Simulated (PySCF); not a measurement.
A small calculation by hand: oscillator strength and radiative lifetime

C3H5BO, SMILES OB1C=CC1.

Geometry optimised at B3LYP-D3(BJ)/def2-SVP. This is a generated structure with no PubChem entry under its InChIKey; it may be hypothetical. The values are those of a single conformer.

PySCF with TDA-PBE/def2-SVPD puts the first singlet state with f over 0.02 at 5.98 eV (vertical), with the transition dipole (-0.252, -0.660, 0.000) in atomic units.

Task: Find the oscillator strength, the wavelength and the radiative lifetime that this transition would have in vacuum if emission retraced absorption.

Result: 
|μ|² = 0.4991 au, so |μ| = 1.80 D. ΔE = 5.98/27.211 = 0.2198 hartree. f = (2/3) ΔE |μ|² = 0.073 (the program prints 0.073).
λ = 1239.84/5.98 = 207 nm; ν = 48232 cm⁻¹.
Einstein's coefficient A = 0.6670 ν² f s⁻¹ (ν in cm⁻¹) = 1.1e8 s⁻¹, so τ = 1/A = 8.8 ns. This state is S2; the lower singlet has f = 0.000. The figure is the radiative limit of this one transition; relaxation, internal conversion, crossing to triplets and a medium change what is measured.
